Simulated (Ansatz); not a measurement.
Process, species as SMILES: [Se](Cl)Cl + H+ → Cl[SeH+]Cl
B3LYP-D3(BJ)/def2-TZVP geometries, fixed; electronic energies without zero-point terms; positive where energy is released.
Largest species:
```xyz
4

Se     0.1974    -0.1636     0.5841
Cl     0.9084     1.4315    -0.6290
Cl    -1.2571    -1.1435    -0.6183
H     -0.7848     0.6656     1.3450
```
Charge +1, spin multiplicity 1.

Basis-set convergence of the proton affinity at B3LYP with Ansatz (an electronic-structure program). All functions are spherical. The program fits the integrals of some runs and decomposes those of others, by size. The proton sits at the site shown, which need not be the one that binds it best. No added dispersion term, no relativity. Functions are those of the species that has most. Reference: the value in pcseg-4, 168.55 kcal/mol, itself unsure by roughly 0.04 kcal/mol (its mean distance from aug-pcseg-3, aug-cc-pV(Q+d)Z, cc-pV(5+d)Z). Deviations are taken from unrounded values.

```
basis            functions  proton affinity (kcal/mol)
---------------  ---------  --------------------------
pcseg-1                 68                      161.90
aug-pcseg-1             99                      164.98
def2-SVP                73                      167.34
def2-SVPD              103                      165.33
cc-pV(D+d)Z             78                      165.31
aug-cc-pV(D+d)Z        109                      165.83
pcseg-2                125                      168.16
aug-pcseg-2            182                      168.23
def2-TZVP              128                      168.78
def2-TZVPD             158                      168.08
cc-pV(T+d)Z            135                      168.42
aug-cc-pV(T+d)Z        192                      168.22
def2-TZVPP             146                      169.03
def2-TZVPPD            176                      168.29
cc-pV(Q+d)Z            226                      168.70
aug-cc-pV(Q+d)Z        317                      168.55
pcseg-3                229                      168.55
aug-pcseg-3            320                      168.51
def2-QZVPP             259                      168.63
def2-QZVPPD            289                      168.55
```

What the diffuse functions change, pair by pair:
- pcseg-1 to aug-pcseg-1: 31 more functions, deviation -6.64 to -3.57 kcal/mol
- def2-SVP to def2-SVPD: 30 more functions, deviation -1.21 to -3.22 kcal/mol
- cc-pV(D+d)Z to aug-cc-pV(D+d)Z: 31 more functions, deviation -3.24 to -2.72 kcal/mol
- pcseg-2 to aug-pcseg-2: 57 more functions, deviation -0.39 to -0.32 kcal/mol
- def2-TZVP to def2-TZVPD: 30 more functions, deviation 0.23 to -0.47 kcal/mol
- cc-pV(T+d)Z to aug-cc-pV(T+d)Z: 57 more functions, deviation -0.13 to -0.33 kcal/mol
- def2-TZVPP to def2-TZVPPD: 30 more functions, deviation 0.48 to -0.26 kcal/mol
- cc-pV(Q+d)Z to aug-cc-pV(Q+d)Z: 91 more functions, deviation 0.15 to 0.01 kcal/mol
- pcseg-3 to aug-pcseg-3: 91 more functions, deviation 0.00 to -0.04 kcal/mol
- def2-QZVPP to def2-QZVPPD: 30 more functions, deviation 0.08 to 0.00 kcal/mol

They bring the value nearer the reference by more than 0.04 kcal/mol in 6 of 10 pairs.
